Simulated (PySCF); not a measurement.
Si(I)(NMe2) (C₂H₆INSi), SMILES CN(C)[Si]I (connectivity only; charge and spin as stated), neutral, multiplicity 1.

Coordinates come from a B3LYP-D3(BJ)/def2-SVP optimisation. The def2 effective core potentials stand for the cores of I; spin–orbit coupling is left out. The values are those of a single conformer.

Computed with TDA-B3LYP/def2-SVPD (PySCF 2.14.0).

Vertical excitations. Isolated molecule, no solvent. State labels are in the subgroup Cs.

```csv
state,symmetry,energy (eV),λ (nm),f,main pairs
S1,A",3.84,323,0.012,HOMO→LUMO 90 %
S2,A",4.35,285,0.012,HOMO−2→LUMO 91 %
S3,A',4.41,281,0.051,HOMO−1→LUMO 85 %
S4,A',5.27,235,0.158,"HOMO→LUMO+1 58 %, HOMO−2→LUMO+1 22 %, HOMO−3→LUMO 10 %"
S5,A",5.28,235,0.003,HOMO−1→LUMO+1 98 %
S6,A',5.47,227,0.118,"HOMO−3→LUMO 65 %, HOMO−2→LUMO+1 19 %"
S7,A',5.95,208,0.320,"HOMO−2→LUMO+1 44 %, HOMO→LUMO+1 19 %, HOMO→LUMO+2 16 %"
S8,A",6.03,205,0.004,HOMO−3→LUMO+1 96 %
S9,A',6.16,201,0.089,HOMO→LUMO+2 79 %
S10,A",6.36,195,0.043,HOMO−1→LUMO+2 93 %
T1,A",2.74,452,0,HOMO→LUMO 89 %
T2,A',3.47,358,0,"HOMO−1→LUMO 82 %, HOMO−3→LUMO 17 %"
T3,A",4.06,306,0,HOMO−2→LUMO 90 %
T4,A',4.18,297,0,HOMO→LUMO+1 87 %
```
Triplets are in the Tamm–Dancoff approximation.
